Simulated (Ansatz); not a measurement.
`C[Si](C)(F)[GaH2]`, charge 0, multiplicity 1.

Question: Give a relaxed structure at PBE0-D4/def2-TZVP (Ansatz 0.2.0). (Best estimate.)

Answer: Computed: 
Cartesian coordinates in Å:
```
C 1.662 0.451 0.457
Si -0.058 -0.278 0.407
C -0.232 -1.401 -1.076
F -0.211 -1.209 1.721
Ga -1.765 1.445 0.433
H 2.412 -0.344 0.447
H 1.820 1.054 1.355
H 1.832 1.091 -0.414
H 0.545 -2.170 -1.063
H -1.203 -1.901 -1.093
H -0.130 -0.830 -2.004
H -1.831 2.501 -0.740
H -2.844 1.592 1.569
```
Point group Cs.
This is one stationary point; other conformers may exist.
